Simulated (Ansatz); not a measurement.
Basis-set extrapolation for `F[SiH](Cl)Cl` (PBE0-D4/def2-TZVP geometry, frozen core, Ansatz 0.2.0). Multiplicity 1, RHF reference.

|  | def2-TZVPP | def2-QZVPP |
| --- | --- | --- |
| HF | -1308.216546 | -1308.256399 |
| MP2 correlation | -0.741175 | -0.815328 |
| CCSD(T) correlation | -0.808135 | not run |

Energies in hartree. Use E(X) = E(∞) + A·exp(−7.88·√X) for Hartree–Fock and E(X) = E(∞) + B·X^(−2.97) for correlation, with X = 3 and 4, and add CCSD(T) minus MP2 of the smaller set to the MP2 limit.

**Question.** What is the CCSD(T) energy at the basis-set limit?

**Answer.** HF limit: -1308.256399 + (-0.039853) × 0.13774 = -1308.26189. MP2 limit: -0.815328 + (-0.074153) × 0.74074 = -0.87026. Higher-order term: -0.808135 − (-0.741175) = -0.06696. Total: -1309.19911 hartree, 4.75 eV below CCSD(T)/def2-TZVPP.
